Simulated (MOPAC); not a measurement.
MOPAC input (PM6):

```
PM6 FORCE THERMO(298,298) PRECISE LET CHARGE=1 GEO-OK AUX(PRECISION=9) THREADS=1
H5P2

P     1.04697764 1   -0.05711907 1    0.49156897 1
P    -0.99266962 1    0.07937854 1   -0.38411754 1
H     1.79648443 1    0.69155332 1   -0.51212141 1
H     1.37296391 1   -1.43613158 1    0.14269376 1
H    -1.89364589 1   -0.75666425 1    0.39798305 1
H    -1.45281413 1    1.45798414 1   -0.28359602 1
H    -1.08976550 1   -0.33039245 1   -1.77837952 1
```

From the last part of the output:

```
     H    7   4.217789

          HEAT OF FORMATION =     155.484194 KCALS/MOLE

          ZERO POINT ENERGY      30.464 KCAL/MOL

           NORMAL COORDINATE ANALYSIS (Total motion = 1 Angstrom)

   Root No.       1         2         3         4         5         6         7         8

                 1 A"      2 A"      1 A'      2 A'      3 A'      3 A"      4 A'      5 A'

                 169.1     563.2     575.0     613.8     813.1     816.9     986.1    1081.2

           1    0.0000    0.0000    0.0237    0.1153   -0.0136   -0.0000    0.0022    0.0128
           2    0.0084    0.0024   -0.0023    0.0016   -0.0134   -0.0137    0.0025   -0.0086
           3   -0.0066   -0.0019   -0.0029    0.0020   -0.0171    0.0107    0.0032   -0.0110
           4   -0.0000   -0.0000   -0.0136   -0.1139   -0.0071    0.0000   -0.0268   -0.0048
           5   -0.0010   -0.0123    0.0112   -0.0057    0.0120    0.0175   -0.0002   -0.0004
           6    0.0008    0.0096    0.0143   -0.0073    0.0153   -0.0137   -0.0002   -0.0005
           7    0.0029    0.1637   -0.1190    0.1581    0.2820    0.2879   -0.0220   -0.1598
           8    0.0087    0.0330   -0.0295    0.0104    0.0453    0.0397   -0.0023   -0.0274
           9    0.2400   -0.0086   -0.0531   -0.0111    0.1242    0.0078   -0.0491    0.3564
          10   -0.0029   -0.1637   -0.1190    0.1581    0.2820   -0.2879   -0.0220   -0.1598
          11   -0.2308    0.0163   -0.0444   -0.0133    0.1096    0.0020   -0.0471    0.3525
          12   -0.0663   -0.0299   -0.0414    0.0074    0.0739   -0.0404   -0.0140    0.0593
          13    0.0062    0.2387   -0.1684   -0.0338   -0.0427   -0.1256    0.2781    0.0496
          14    0.0215    0.0630   -0.0570    0.0293   -0.0118   -0.0201    0.0971    0.0087
          15    0.1682   -0.0785   -0.0894    0.0607   -0.0674    0.0583   -0.0246   -0.0650
          16   -0.0062   -0.2387   -0.1684   -0.0338   -0.0427    0.1256    0.2781    0.0496
          17   -0.1580    0.0914   -0.0730    0.0519   -0.0626   -0.0614   -0.0473   -0.0652
          18   -0.0614   -0.0422   -0.0769    0.0430   -0.0277    0.0055    0.0883   -0.0072
          19    0.0000    0.0000    0.2649   -0.2917    0.1583    0.0000    0.2426   -0.0273
          20    0.1327    0.1014   -0.0699    0.0476   -0.0373   -0.0780   -0.0726    0.0055
          21   -0.1038   -0.0793   -0.0894    0.0609   -0.0477    0.0610   -0.0929    0.0071

   Root No.       9        10        11        12        13        14        15

                 6 A'      4 A"      7 A'      8 A'      5 A"      6 A"      9 A'

                1087.1    1090.0    2690.0    2698.3    2699.2    2712.5    2714.1

           1    0.0007   -0.0000   -0.0002   -0.0004    0.0000   -0.0000    0.0049
           2   -0.0031   -0.0025   -0.0004    0.0008    0.0023   -0.0167   -0.0100
           3   -0.0039    0.0020   -0.0005    0.0010   -0.0018    0.0131   -0.0128
           4   -0.0020   -0.0000   -0.0106    0.0008   -0.0000   -0.0000    0.0008
           5   -0.0081   -0.0098   -0.0021   -0.0115   -0.0169   -0.0027   -0.0014
           6   -0.0104    0.0076   -0.0027   -0.0147    0.0132    0.0021   -0.0018
           7   -0.0059    0.0321   -0.0016    0.0070    0.0115   -0.0772   -0.0776
           8   -0.0020    0.0028    0.0147   -0.0372   -0.0618    0.4171    0.4278
           9    0.0674    0.0004   -0.0002    0.0018   -0.0004    0.0001   -0.0141
          10   -0.0059   -0.0321   -0.0016    0.0070   -0.0115    0.0772   -0.0776
          11    0.0659    0.0003   -0.0038    0.0107   -0.0145    0.1004   -0.1168
          12    0.0143   -0.0028    0.0142   -0.0356    0.0601   -0.4048    0.4118
          13   -0.0563   -0.1755    0.0832   -0.0887   -0.1373   -0.0213   -0.0148
          14    0.0174   -0.0863   -0.2577    0.2555    0.3950    0.0590    0.0399
          15    0.3266   -0.1780    0.0298   -0.0379   -0.0428   -0.0065   -0.0054
          16   -0.0563    0.1755    0.0832   -0.0887    0.1373    0.0213   -0.0148
          17    0.3128    0.1519    0.0910   -0.0983    0.1367    0.0205   -0.0149
          18    0.0956    0.1266   -0.2430    0.2388   -0.3731   -0.0557    0.0374
          19    0.1632    0.0000    0.1692    0.1515    0.0000   -0.0000    0.0099
          20   -0.0503    0.3081    0.2325    0.1999   -0.0071   -0.0007    0.0140
          21   -0.0643   -0.2410    0.2973    0.2556    0.0056    0.0005    0.0179

           MASS-WEIGHTED COORDINATE ANALYSIS (NORMAL COORDINATES)

   Root No.       1         2         3         4         5         6         7         8

                 1 A"      2 A"      1 A'      2 A'      3 A'      3 A"      4 A'      5 A'

                 169.1     563.2     575.0     613.8     813.1     816.9     986.1    1081.2

           1    0.0000    0.0000    0.2727    0.6514   -0.1454   -0.0000    0.0233    0.1231
           2    0.1026    0.0287   -0.0262    0.0090   -0.1430   -0.1542    0.0267   -0.0823
           3   -0.0803   -0.0225   -0.0335    0.0115   -0.1829    0.1206    0.0341   -0.1053
           4   -0.0000   -0.0000   -0.1564   -0.6434   -0.0760    0.0000   -0.2825   -0.0457
           5   -0.0126   -0.1475    0.1289   -0.0322    0.1280    0.1974   -0.0019   -0.0034
           6    0.0098    0.1153    0.1648   -0.0411    0.1636   -0.1544   -0.0024   -0.0044
           7    0.0064    0.3534   -0.2474    0.1611    0.5436    0.5846   -0.0419   -0.2771
           8    0.0193    0.0711   -0.0613    0.0106    0.0873    0.0806   -0.0043   -0.0475
           9    0.5303   -0.0185   -0.1104   -0.0113    0.2394    0.0158   -0.0935    0.6179
          10   -0.0064   -0.3534   -0.2474    0.1611    0.5436   -0.5846   -0.0419   -0.2771
          11   -0.5100    0.0351   -0.0924   -0.0135    0.2113    0.0041   -0.0897    0.6112
          12   -0.1465   -0.0646   -0.0861    0.0076    0.1424   -0.0820   -0.0267    0.1028
          13    0.0138    0.5154   -0.3501   -0.0345   -0.0824   -0.2550    0.5294    0.0861
          14    0.0475    0.1359   -0.1186    0.0298   -0.0227   -0.0408    0.1849    0.0151
          15    0.3715   -0.1695   -0.1859    0.0619   -0.1299    0.1184   -0.0469   -0.1127
          16   -0.0138   -0.5154   -0.3501   -0.0345   -0.0824    0.2550    0.5294    0.0861
          17   -0.3491    0.1972   -0.1518    0.0529   -0.1206   -0.1247   -0.0901   -0.1131
          18   -0.1357   -0.0911   -0.1599    0.0438   -0.0534    0.0111    0.1681   -0.0125
          19    0.0000    0.0000    0.5507   -0.2973    0.3051    0.0000    0.4617   -0.0473
          20    0.2932    0.2189   -0.1453    0.0485   -0.0719   -0.1585   -0.1382    0.0096
          21   -0.2293   -0.1712   -0.1858    0.0620   -0.0919    0.1239   -0.1768    0.0123

   Root No.       9        10        11        12        13        14        15

                 6 A'      4 A"      7 A'      8 A'      5 A"      6 A"      9 A'

                1087.1    1090.0    2690.0    2698.3    2699.2    2712.5    2714.1

           1    0.0077   -0.0000   -0.0018   -0.0039    0.0000   -0.0000    0.0432
           2   -0.0329   -0.0254   -0.0036    0.0078    0.0208   -0.1501   -0.0887
           3   -0.0421    0.0199   -0.0045    0.0100   -0.0162    0.1174   -0.1134
           4   -0.0212   -0.0000   -0.1035    0.0079   -0.0000   -0.0000    0.0072
           5   -0.0867   -0.0987   -0.0208   -0.1184   -0.1527   -0.0240   -0.0122
           6   -0.1108    0.0772   -0.0266   -0.1513    0.1194    0.0188   -0.0156
           7   -0.0113    0.0587   -0.0028    0.0129    0.0187   -0.1249   -0.1240
           8   -0.0039    0.0050    0.0259   -0.0689   -0.1009    0.6748    0.6835
           9    0.1299    0.0007   -0.0004    0.0033   -0.0006    0.0001   -0.0225
          10   -0.0113   -0.0587   -0.0028    0.0129   -0.0187    0.1249   -0.1240
          11    0.1270    0.0006   -0.0066    0.0198   -0.0237    0.1625   -0.1865
          12    0.0275   -0.0050    0.0250   -0.0661    0.0980   -0.6550    0.6579
          13   -0.1086   -0.3204    0.1462   -0.1644   -0.2240   -0.0345   -0.0237
          14    0.0335   -0.1575   -0.4529    0.4735    0.6444    0.0954    0.0637
          15    0.6298   -0.3250    0.0523   -0.0702   -0.0698   -0.0105   -0.0087
          16   -0.1086    0.3204    0.1462   -0.1644    0.2240    0.0345   -0.0237
          17    0.6031    0.2774    0.1599   -0.1823    0.2230    0.0332   -0.0238
          18    0.1843    0.2312   -0.4269    0.4426   -0.6086   -0.0901    0.0598
          19    0.3147    0.0000    0.2973    0.2808    0.0000   -0.0000    0.0159
          20   -0.0969    0.5626    0.4086    0.3705   -0.0116   -0.0011    0.0224
          21   -0.1239   -0.4400    0.5225    0.4738    0.0091    0.0008    0.0286

          DESCRIPTION OF VIBRATIONS

 VIBRATION          1    1A"         ATOM PAIR     ENERGY CONTRIBUTION    RADIAL
 FREQUENCY           169.09         P 1 -- H 4         +25.5% (227.6%)      1.8%
 TRANSITION DIPOLE   0.4031         P 1 -- H 3         +25.5% (227.6%)      1.8%
 TRAVEL (Ang.)       0.0000         P 2 -- H 7         +16.1% (180.9%)      0.0%
 REDUCED MASS        0.2279         P 2 -- H 6         +16.0% (180.7%)      0.1%
 EFFECTIVE MASS      5.0117         P 2 -- H 5         +16.0% (180.7%)      0.1%
 FORCE CONSTANT      0.0038

 VIBRATION          2    2A"         ATOM PAIR     ENERGY CONTRIBUTION    RADIAL
 FREQUENCY           563.22         P 2 -- H 5         +32.0% ( 83.1%)      4.1%
 TRANSITION DIPOLE   0.0797         P 2 -- H 6         +32.0% ( 83.1%)      4.1%
 TRAVEL (Ang.)       0.6590         P 1 -- H 4         +11.4% ( 49.6%)      0.3%
 REDUCED MASS        0.2757         P 1 -- H 3         +11.4% ( 49.6%)      0.3%
 EFFECTIVE MASS      2.1991         P 2 -- H 7         +11.3% ( 49.5%)      0.0%
 FORCE CONSTANT      0.0515

 VIBRATION          3    1A'         ATOM PAIR     ENERGY CONTRIBUTION    RADIAL
 FREQUENCY           575.00         P 2 -- H 7         +38.3% ( 91.0%)      1.6%
 TRANSITION DIPOLE   0.2052         P 2 -- H 6         +18.2% ( 62.8%)      7.8%
 TRAVEL (Ang.)       0.4727         P 2 -- H 5         +18.2% ( 62.8%)      7.8%
 REDUCED MASS        0.5249         P 1 -- H 4          +8.8% ( 43.6%)      1.0%
 EFFECTIVE MASS      5.7649
 FORCE CONSTANT      0.1023

 VIBRATION          4    2A'         ATOM PAIR     ENERGY CONTRIBUTION    RADIAL
 FREQUENCY           613.77         P 1 -- P 2         +39.7% (100.6%)     99.7%
```

The dipole moment of an ion depends on the origin.
